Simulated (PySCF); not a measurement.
Species: C4H9O4P.
Numbering: `[CH3:1][CH2:2][O:3][P:4]1(=[O:5])[O:6][CH2:7][CH2:8][O:9]1` (hydrogens: H10, H11, H12 on C1; H13, H14 on C2; H15, H16 on C7; H17, H18 on C8)

The same species was optimised twice, with GFN2-xTB and with PBE0-D3(BJ)/def2-SVP (PySCF), and the same property calculations (PySCF, gas phase) were run on both structures.

```csv
coordinate,GFN2-xTB,PBE0-D3(BJ)/def2-SVP,change
P4=O5 (Å),1.450,1.471,+0.021
C7–C8 (Å),1.547,1.529,-0.018
P4–O9 (Å),1.605,1.623,+0.018
C2–O3 (Å),1.422,1.433,+0.011
O6–C7 (Å),1.409,1.418,+0.009
C1–C2 (Å),1.518,1.509,-0.009
C8–O9 (Å),1.410,1.418,+0.008
O3–P4 (Å),1.605,1.600,-0.005
P4–O6 (Å),1.623,1.623,0.000
C2–O3–P4 (°),117.0,120.6,+3.6
O3–P4–O9 (°),101.9,105.2,+3.3
O3–P4–O6 (°),105.3,102.7,-2.6
O5–P4–O6 (°),116.7,119.2,+2.5
O5–P4–O9 (°),118.9,116.5,-2.4
O6–C7–C8 (°),107.2,105.4,-1.8
C7–C8–O9 (°),106.6,105.1,-1.5
P4–O9–C8 (°),109.6,110.9,+1.3
C1–C2–O3–P4 (°),73,84,+11
C2–O3–P4–O5 (°),28,-1,-29
```

Rotational constants: A = 2548, B = 1140, C = 1052 MHz (GFN2-xTB) against A = 2992, B = 969.6, C = 958.5 MHz (PBE0-D3(BJ)/def2-SVP). Point groups within 0.08 Å: C1 and C1.

On the GFN2-xTB structure: HOMO (eV) -8.29 [PBE0/pcSseg-1]; LUMO (eV) 1.02 [PBE0/pcSseg-1]; dipole (D) 4.34 [PBE0/pcSseg-1]; GIAO shielding of C1 (ppm) 167.0 [PBE0/pcSseg-1]; GIAO shielding of C2 (ppm) 121.6 [PBE0/pcSseg-1]; GIAO shielding of O3 (ppm) 221.3 [PBE0/pcSseg-1]; GIAO shielding of P4 (ppm) 300.4 [PBE0/pcSseg-1]; GIAO shielding of O5 (ppm) 206.3 [PBE0/pcSseg-1]; GIAO shielding of O6/O9 (mean) (ppm) 246.4 [PBE0/pcSseg-1]; GIAO shielding of C7/C8 (mean) (ppm) 122.1 [PBE0/pcSseg-1].

Task: What do these properties become on the PBE0-D3(BJ)/def2-SVP structure?

Result: 
| property | level | on GFN2-xTB | on PBE0-D3(BJ)/def2-SVP | change |
| --- | --- | --- | --- | --- |
| HOMO (eV) | PBE0/pcSseg-1 | -8.29 | -8.26 | +0.03 |
| LUMO (eV) | PBE0/pcSseg-1 | 1.02 | 1.11 | +0.09 |
| dipole (D) | PBE0/pcSseg-1 | 4.34 | 3.68 | -0.66 |
| energy, GFN2-xTB geometry as zero (kcal/mol) | PBE0/pcSseg-1 | 0.0 | -2.3 | -2.3 |
| GIAO shielding of C1 (ppm) | PBE0/pcSseg-1 | 167.0 | 165.6 | -1.4 |
| GIAO shielding of C2 (ppm) | PBE0/pcSseg-1 | 121.6 | 118.7 | -2.9 |
| GIAO shielding of O3 (ppm) | PBE0/pcSseg-1 | 221.3 | 217.5 | -3.8 |
| GIAO shielding of P4 (ppm) | PBE0/pcSseg-1 | 300.4 | 295.7 | -4.7 |
| GIAO shielding of O5 (ppm) | PBE0/pcSseg-1 | 206.3 | 190.0 | -16.3 |
| GIAO shielding of O6/O9 (mean) (ppm) | PBE0/pcSseg-1 | 246.4 | 238.5 | -7.9 |
| GIAO shielding of C7/C8 (mean) (ppm) | PBE0/pcSseg-1 | 122.1 | 117.8 | -4.3 |

The heavy atoms differ by 0.318 Å rms after alignment. Among bonds between heavy atoms P4=O5 changes most (+0.021 Å). Changes are differences of the printed values. Neither structure is proved a minimum here.
